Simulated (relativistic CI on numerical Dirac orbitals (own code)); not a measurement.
# Ligand-field terms of d2

Computed with a parametric ligand-field model of a d^n configuration (Racah B and C, spin-orbit zeta, crystal field), exact diagonalisation.

Field parameters in Wybourne normalisation: Oh B⁴₀ = 21Dq, B⁴₄ = √(5/14) B⁴₀; Td as Oh with Dq negative (B⁴₀ = 21Dq, B⁴₄ = √(5/14) B⁴₀). The field is a parameter set, without covalency.

(1) Lowest levels for B = 900, C = 4070, ζ = 470 cm⁻¹, Oh, 10Dq = 33250 cm⁻¹?

(2) Lowest levels for B = 390, C = 1800, ζ = 710 cm⁻¹, Oh, 10Dq = 32100 cm⁻¹?

(3) Lowest levels for B = 730, C = 3400, ζ = 690 cm⁻¹, Oh, 10Dq = 30200 cm⁻¹?

(4) Lowest levels for B = 400, C = 1780, ζ = 50 cm⁻¹, Oh, 10Dq = 3100 cm⁻¹?

(5) Lowest levels for B = 350, C = 1280, ζ = 260 cm⁻¹, Td, 10Dq = -9550 cm⁻¹?

## Answers

(1) E 0 (S 1.00), T2 10 (S 1.00), T1 599 (S 1.00), A1 882 (S 1.00), T2 14238 (S 0.00), E 14403 (S 0.00), A2 31328 (S 1.00), T2 31455 (S 1.00), A1 31610 (S 0.01) cm⁻¹, with S from ⟨S²⟩ = S(S + 1). The ground level has 0.02 electrons in the cubic e pair.

(2) E 0 (S 0.99), T2 18 (S 1.00), T1 868 (S 1.00), A1 1210 (S 1.00), T2 6528 (S 0.02), E 6575 (S 0.02), A1 14880 (S 0.01), A2 31219 (S 1.00), T2 31388 (S 1.00) cm⁻¹, with S from ⟨S²⟩ = S(S + 1). The ground level has 0.01 electrons in the cubic e pair.

(3) E 0 (S 1.00), T2 23 (S 1.00), T1 888 (S 1.00), A1 1289 (S 1.00), T2 11937 (S 0.01), E 12077 (S 0.01), A1 26485 (S 0.01), A2 28671 (S 1.00), T2 28861 (S 1.00) cm⁻¹, with S from ⟨S²⟩ = S(S + 1). The ground level has 0.02 electrons in the cubic e pair.

(4) E 0 (S 1.00), T2 2 (S 1.00), T1 74 (S 1.00), A1 111 (S 1.00), A2 2685 (S 1.00), T2 2696 (S 1.00), T1 2723 (S 1.00), E 2725 (S 1.00), T2 5810 (S 1.00) cm⁻¹, with S from ⟨S²⟩ = S(S + 1). The ground level has 0.10 electrons in the cubic e pair.

(5) T2 0 (S 1.00), E 5265 (S 0.02), A2 9439 (S 1.00), T2 9498 (S 1.00), T1 9619 (S 1.00), E 9626 (S 1.00), A1 9638 (S 0.02), T2 13120 (S 1.00), E 13141 (S 1.00) cm⁻¹, with S from ⟨S²⟩ = S(S + 1). The ground level has 2.00 electrons in the cubic e pair.
